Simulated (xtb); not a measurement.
V, multiplicity 8 (GFN-xTB shapes and energies of metal compounds can be far from the true ones) (another spin typed on purpose, not shown lowest); GFN0-xTB in xtb.

xtb was given this input:
```
$ xtb mol.xyz --gfn 0 --chrg 0 --uhf 7 --json

# file mol.xyz
1

V      0.00000000     0.00000000     0.00000000
```

Task: Predict the main parts of the log of this xtb run.

Result: 
```
   ID    Z sym.   atoms
    1   23 V      1

           -------------------------------------------------
          |                Calculation Setup                |
           -------------------------------------------------

           -------------------------------------------------
          |                 G F N 0 - x T B                 |
           -------------------------------------------------

          ...................................................
          :                      SETUP                      :
          :.................................................:
          :  # basis functions                  10          :
          :  # atomic orbitals                   9          :
          :  # shells                            3          :
          :  # electrons                         5          :
          :  electronic temp.          300.0000000     K    :
          :  accuracy                    1.0000000          :
          :  -> integral cutoff          0.2500000E+02      :
          :  -> integral neglect         0.1000000E-07      :
          ...................................................

         :::::::::::::::::::::::::::::::::::::::::::::::::::::
         ::                     SUMMARY                     ::
         :::::::::::::::::::::::::::::::::::::::::::::::::::::
         :: total energy              -1.971709775207 Eh    ::
         :: gradient norm              0.000000000000 Eh/a0 ::
         :: HOMO-LUMO gap              7.472089700000 eV    ::
         ::.................................................::
         :: H0 energy                 -1.971709775207 Eh    ::
         :: repulsion energy           0.000000000000 Eh    ::
         :: electrostat energy         0.000000000000 Eh    ::
         :: -> Gsolv                   0.000000000000 Eh    ::
         ::    -> Gsasa                0.000000000000 Eh    ::
         ::    -> Gshift               0.000000000000 Eh    ::
         :: dispersion energy          0.000000000000 Eh    ::
         :: short-range corr.          0.000000000000 Eh    ::
         :: add. restraining           0.000000000000 Eh    ::
         :: total charge               0.000000000000 e     ::
         :::::::::::::::::::::::::::::::::::::::::::::::::::::

           -------------------------------------------------
          |                Property Printout                |
           -------------------------------------------------

    * Orbital Energies and Occupations

         #    Occupation            Energy/Eh            Energy/eV
      -------------------------------------------------------------
         1        1.0000           -0.3626236              -9.8675
         2        1.0000           -0.3218172              -8.7571
         3        1.0000           -0.3218172              -8.7571
         4        1.0000           -0.3218172              -8.7571
         5        1.0000           -0.3218172              -8.7571
         6        1.0000           -0.3218172              -8.7571 (HOMO)
         7                         -0.0472230              -1.2850 (LUMO)
         8                         -0.0472230              -1.2850
         9                         -0.0472230              -1.2850
      -------------------------------------------------------------
                  HL-Gap            0.2745942 Eh            7.4721 eV
             Fermi-level            0.0000000 Eh            0.0000 eV

     #   Z          covCN         q      C6AA      α(0)
     1  23 V        0.000     0.000  1154.562   100.991

 Mol. C6AA /au·bohr⁶  :       1154.562427
 Mol. C8AA /au·bohr⁸  :     127925.809937
 Mol. α(0) /au        :        100.991061

Wiberg/Mayer (AO) data.
largest (>0.10) Wiberg bond orders for each atom

 ---------------------------------------------------------------------------
     #   Z sym  total        # sym  WBO       # sym  WBO       # sym  WBO
 ---------------------------------------------------------------------------
     1  23 V    0.000
 ---------------------------------------------------------------------------

 dipole moment from electron density (au)
     X       Y       Z
   0.0000   0.0000   0.0000  total (Debye):    0.000

           -------------------------------------------------
          | TOTAL ENERGY               -1.971709775207 Eh   |
          | GRADIENT NORM               0.000000000000 Eh/α |
          | HOMO-LUMO GAP               7.472089700000 eV   |
           -------------------------------------------------

normal termination of xtb
```
